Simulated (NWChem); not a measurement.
Everything below was run with NWChem. System: H4PSi, charge 0, spin multiplicity 2, at a geometry optimised with UPBE0/def2-SVP. The structure started from a generated list of species. Its SCF solution wasn't tested for a lower state. Level: UMP2/STO-3G, 10 core orbitals frozen.

Part of the output:

```
             Northwest Computational Chemistry Package (NWChem) 7.3.0
             --------------------------------------------------------

                                NWChem Input Module
                                -------------------

 Scaling coordinates for geometry "geometry" by  1.889725989
 (inverse scale =  0.529177249)

                             Geometry "geometry" -> ""
                             -------------------------

 Output coordinates in angstroms (scale by  1.889725989 to convert to a.u.)

  No.       Tag          Charge          X              Y              Z
 ---- ---------------- ---------- -------------- -------------- --------------
    1 Si                  14.0000    -0.98862000    -0.34807700     0.08487600
    2 P                   15.0000     1.10409000     0.48552900    -0.11416700
    3 H                    1.0000    -1.19041600    -0.94396600     1.44329500
    4 H                    1.0000    -1.97940200     0.75087400    -0.11454400
    5 H                    1.0000    -1.22974900    -1.41168600    -0.94071600
    6 H                    1.0000     1.67889300    -0.80508000     0.13620900

 Effective nuclear repulsion energy (a.u.)      81.0436831551

            Nuclear Dipole moment (a.u.)
            ----------------------------
        X                 Y               Z
 ---------------- ---------------- ----------------
    -0.0000075589    -0.0000018897     0.0000056692


 Summary of "ao basis" -> "" (spherical)
 ------------------------------------------------------------------------------
       Tag                 Description            Shells   Functions and Types
 ---------------- ------------------------------  ------  ---------------------
 *                           sto-3g                   on all atoms

 Summary of "ao basis" -> "ao basis" (spherical)
 ------------------------------------------------------------------------------
       Tag                 Description            Shells   Functions and Types
 ---------------- ------------------------------  ------  ---------------------
 Si                          sto-3g                  5        9   3s2p
 P                           sto-3g                  5        9   3s2p
 H                           sto-3g                  1        1   1s

                                 NWChem SCF Module
                                 -----------------

  ao basis        = "ao basis"
  functions       =    22
[...]
     2   0 2 0    -20.001174    -27.501432    -25.811263     33.311521
     2   0 1 1      0.277216      2.702138      2.843009     -5.267931
     2   0 0 2    -18.727040    -16.522160    -13.975418     11.770538

                   NWChem MP2 Semi-direct Energy/Gradient Module
                   ---------------------------------------------

  Basis functions       =     22
  Molecular orbitals    =     22
  Frozen core           =     10
  Frozen virtuals       =      0
  Active alpha occupied =      7
  Active beta occupied  =      6
  Active alpha virtual  =      5
  Active beta virtual   =      6
  Use MO symmetry       = F
  Use skeleton AO sym   = F

  AO/Fock/Back tols     =   1.0D-09  1.0D-09  1.0D-09

 GA uses MA = F    GA memory limited = T

 Available:
  local mem=  1.26D+08
 global mem=  1.44D+08
 local disk=  0.00D+00
  mp2_memr nvloc                     5
  nvloc new                     5
   1 passes of   7:        2097152                       1308                     29903.
   1 passes of   7: M    126155438           G      144178232           F     124058286.

 Semi-direct pass number   1 of   1  for UHF alpha       at        0.1s
  vrange nnbf                   244
  mp2_eaftype                    10  avail_ma_in_mb                  1099
 EAF : mp2_eaftype filesize          10      14952.
  mp2_eaf for mointskh                     10
Node 0 wrote      0.1 Mb in      0.0 s     Agg I/O rate:   910.2 Mb/s
 Done moints_semi at        0.2s
  mp2_eaftype                    10  avail_ma_in_mb                  1089
 EAF : mp2_eaftype filesize          10      14952.
  mp2_eaf for kh                    10
 Done maket at        0.2s
 Done multipass loop at        0.2s

 GA uses MA = F    GA memory limited = T

 Available:
  local mem=  1.26D+08
 global mem=  1.44D+08
 local disk=  0.00D+00
  mp2_memr nvloc                     6
  nvloc new                     6
   1 passes of   6:        2097152                       1317                     30733.
   1 passes of   6: M    126155438           G      144178232           F     124058286.

 Semi-direct pass number   1 of   1  for UHF beta        at        0.2s
  vrange nnbf                   244
  mp2_eaftype                    10  avail_ma_in_mb                  1099
 EAF : mp2_eaftype filesize          10      15366.
  mp2_eaf for mointskh                     10
Node 0 wrote      0.1 Mb in      0.0 s     Agg I/O rate:   924.0 Mb/s
 Done moints_semi at        0.2s
  mp2_eaftype                    10  avail_ma_in_mb                  1089
 EAF : mp2_eaftype filesize          10      15366.
  mp2_eaf for kh                    10
 Done maket at        0.2s
 Done multipass loop at        0.2s

          -------------------------------------------
          SCF energy                -624.812413250442
          Correlation energy          -0.065615410352
          Singlet pairs                0.000000000000
          Triplet pairs                0.000000000000
          Total MP2 energy          -624.878028660795
          -------------------------------------------

          ---------------------------------------------------
                    Spin Component Scaled (SCS) MP2
          Same spin pairs                     -0.002437067450
          Same spin scaling factor             0.333333333333
          Opposite spin pairs                 -0.063178342902
          Opposite spin scaling fact.          1.200000000000
          SCS-MP2 correlation energy          -0.076626367299
          Total SCS-MP2 energy              -624.889039617742
          ---------------------------------------------------

 -----------------------
 Performance information
 -----------------------

 Timer overhead =  1.17D-07 seconds/call

               Nr. of calls         CPU time (s)                 Wall time (s)                GFlops
             ---------------    -------------------     ------------------------------   -------------------
Name         Min   Avg   Max    Min     Avg     Max     Min     Avg     Max   Mx/calls   Min     Max     Sum
mp2: moin     2     2     2   0.14    0.14    0.14     0.14    0.14    0.14    7.11E-2   0.0     0.0     0.0
mp2: make     2     2     2   1.22E-3 1.22E-3 1.22E-3  1.22E-3 1.22E-3 1.22E-3 6.12E-4   0.0     0.0     0.0
mp2: tota     1     1     1   0.15    0.15    0.15     0.15    0.15    0.15    0.15      0.0     0.0     0.0

 The average no. of pstat calls per process was 5.00D+00
 with a timing overhead of 5.84D-07s

 Task  times  cpu:        0.2s     wall:        0.2s

 Total times  cpu:        0.2s     wall:        0.2s
```

### Question
Write an NWChem input that would produce this output.

### Answer
One answer among several that fit: 
```
start mol
memory heap 200 mb stack 900 mb global 1100 mb
geometry units angstroms nocenter noautoz noautosym
  Si    -0.988620    -0.348077     0.084876
  P      1.104090     0.485529    -0.114167
  H     -1.190416    -0.943966     1.443295
  H     -1.979402     0.750874    -0.114544
  H     -1.229749    -1.411686    -0.940716
  H      1.678893    -0.805080     0.136209
end
basis spherical
  * library sto-3g
end
scf
  uhf
  nopen 1
  maxiter 100
  thresh 1e-7
  semidirect memsize 60000000 filesize 0
  # guess.movecs holds the orbitals of an unrestricted PBE0 run
  vectors input guess.movecs output mol.movecs
end
mp2
  freeze core 10
end
task mp2 energy
```
